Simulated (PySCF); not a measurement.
## Mg (magnesium, neutral) across methods

[Ne] 3s2, closed-shell 1S. Calculation: PySCF 2.14, in x2c-TZVPPall with one added diffuse shell each of s, p, d type (6s5p4d, 41 functions); the spin-free X2C one-electron Hamiltonian (Gaussian nucleus).

```csv
method,E (hartree),mean ε 2s (eV),mean ε 2p (eV),mean ε 3s (eV),Σ⟨r²⟩ (bohr²),⟨S²⟩
r2SCAN,-200.3427,-82.957,-48.075,-4.818,28.48,0.000
B97-3,-200.3576,-86.346,-51.023,-5.433,27.95,0.000
UHF,-199.91294,-102.83,-62.036,-6.895,29.57,0.000
LDA,-199.4284,-79.304,-46.771,-4.782,27.96,0.000
PBE,-200.2546,-79.854,-46.641,-4.709,28.22,0.000
B3LYP,-200.4024,-84.576,-50.045,-5.305,28.05,0.000
BLYP,-200.3908,-79.644,-46.620,-4.579,28.08,0.000
PBE0,-200.2709,-85.858,-50.723,-5.433,28.30,0.000
```

Q: Estimate the same row for BHandHLYP.

A: E (hartree) = -200.3808; mean ε 2s (eV) = -91.654; mean ε 2p (eV) = -54.767; mean ε 3s (eV) = -6.032; Σ⟨r²⟩ (bohr²) = 28.27; ⟨S²⟩ = 0.000.
